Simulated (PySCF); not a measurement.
CaCl: energy against distance

Set-up: PySCF, no relativity, basis sets Ca 6-31G(d,p), Cl 6-31G(d,p). Energies in eV from Ca + Cl in their ground configurations at the same level. State: ²Σ⁺ (doublet), unpaired electrons σ ↑.

| R (Å) | PBE | UHF-SCS-MP2 | UHF-MP2 |
| --- | --- | --- | --- |
| 2.099 | -3.677 | -2.413 | -2.592 |
| 2.197 | -4.116 | -3.005 | -3.174 |
| 2.295 | -4.351 | -3.362 | -3.523 |
| 2.368 | -4.430 | -3.516 | -3.672 |
| 2.441 | -4.447 | -3.596 | -3.748 |
| 2.514 | -4.417 | -3.618 | -3.766 |
| 2.612 | -4.324 | -3.579 | -3.723 |
| 2.734 | -4.151 | -3.455 | -3.595 |
| 2.880 | -3.894 | -3.238 | -3.373 |
| 3.076 | -3.519 | -2.889 | -3.020 |

Problem. Put a parabola through the three lowest points of the PBE curve and estimate Re, k and ωe (reduced mass 18.65 u; 1 eV/Å² = 0.16022 mdyn/Å; ωe = 1302.8·√(k/μ) cm⁻¹).

Solution. Through R = 2.368, 2.441, 2.514 Å the second-order coefficient is 4.41 eV/Å², so Re ≈ 2.431 Å, k ≈ 1.41 mdyn/Å and ωe ≈ 359 cm⁻¹. A polynomial fit of higher order to the unrounded PBE energies gives Re = 2.428 Å, k = 1.46 mdyn/Å, ωe = 365 cm⁻¹; anharmonicity and rounding make the difference.

The higher-order fit for each curve: PBE: Re = 2.428 Å, ωe = 365 cm⁻¹, De = 4.45 eV; UHF-SCS-MP2: Re = 2.510 Å, ωe = 350 cm⁻¹, De = 3.62 eV; UHF-MP2: Re = 2.505 Å, ωe = 352 cm⁻¹, De = 3.77 eV.

Correlated steps freeze 10 core orbitals. Correlated levels converge slowly with the basis: in double zeta they bind strong bonds too weakly, by up to about 1 eV, and carry superposition errors of some tenths. The state was picked by a PBE0 search and need not be the measured ground state.
